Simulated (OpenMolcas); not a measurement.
## Mg: effect of the active space

| Item | Value |
| --- | --- |
| Program | OpenMolcas 26.06 |
| Method | SS-CASPT2 or its RAS form, IPEA 0.25 Eh, imaginary shift 0.1 Eh |
| Basis | ANO-RCC-VTZP |
| Scalar Hamiltonian | DKH2, point nucleus |
| Spin-orbit coupling | RASSI with atomic mean-field integrals over the reference wave functions, term energies averaged over their components |

A. 2 electrons in 4 orbitals (3s 3p); 2S+1 = 3 even, 3 roots; 2S+1 = 1 even, 1 root; 2S+1 = 3 odd, 3 roots; 2S+1 = 1 odd, 3 roots; closed shells correlated: 2s 2p; CASPT2 step roughly 1.8 core-seconds
B. 2 electrons in 8 orbitals (3s 3p 4s 4p); 2S+1 = 3 even, 3 roots; 2S+1 = 1 even, 1 root; 2S+1 = 3 odd, 3 roots; 2S+1 = 1 odd, 3 roots; closed shells correlated: 2s 2p; CASPT2 step about 2.8 core-seconds
C. 2 electrons in 9 orbitals (RAS2 3s 3p; RAS3 3d, at most 2 electrons); 2S+1 = 3 even, 3 roots; 2S+1 = 1 even, 1 root; 2S+1 = 3 odd, 3 roots; 2S+1 = 1 odd, 3 roots; closed shells correlated: 2s 2p; CASPT2 step about 4 core-seconds

Energies in cm-1 above 3s2 1S0, the measured ground level; measured values from NIST Handbook of Basic Atomic Spectroscopic Data.

```tsv
Level	A	B	C	Measured
3s2 1S0	0.0	0.0	0.0	0.0
3s 3p 3P* 0	21832	21762	21565	21850
3s 3p 3P* 1	21848	21778	21581	21870
3s 3p 3P* 2	21879	21809	21613	21911
3s 3p 1P* 1	38574	38195	37014	35051
```

Deviations, from unrounded energies. A percentage is the sum of absolute deviations over the sum of measured energies, with the sign that they share, or ± where signs differ.

```tsv
Against measurement	Levels	A	B	C
mean absolute deviation (cm-1)	4	900	860	710
other configurations (%)	4	±3.6	±3.4	±2.8
```

C lies closest to measurement on these levels and A furthest from it. The largest miss of C in the table is 3s 3p 1P* 1, by +2000 cm-1. The ranking rests on the paired levels alone, and a cruder setting can come out closer through cancelling errors.

Among A to C the level of the table that moves most is 3s 3p 1P* 1, by 1600 cm-1 (lowest in C, highest in A).

Active for correlation alone: 4p 4s; no level in the range computed is led by a configuration that fills them, so any true level of that kind is missing (holds for B). Active for correlation alone: 3d; no level in the range computed is led by a configuration that fills it, so any true level of that kind is missing (holds for C). Computed and measured levels are paired by configuration, term and J; levels that our copy of the source lacks, or whose pairing is in doubt (as where it misses far off the trend of its configuration), stay unpaired and out of the deviations. Levels of configurations outside the active space are missing. Levels that lie high or do not pair safely by name in every column are left out.

* marks odd parity.
